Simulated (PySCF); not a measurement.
All numbers come from PBE0 in PySCF with La def2-TZVP with ECP46, S def2-TZVP, F def2-TZVP; scalar-relativistic core potentials, no spin–orbit coupling; density-fitted integrals. Open shells, if any, are unrestricted.

What shape and geometry does isolated singlet LaSF take (every ligand bound to La)?

Formally La is in oxidation state +3, with 0 electrons left for the f, d and s shells; the Mulliken f population is 0.12. The lowest minimum found is a singlet of Cs symmetry with La–F 2.139 Å, La–S 2.432 Å; F–La–S 110.8°. Its harmonic wavenumbers are 134 (a'), 445 (a'), 523 (a') cm⁻¹ and its dipole moment is 8.77 D.

Only a few start shapes were tried, so a lower isomer may exist.
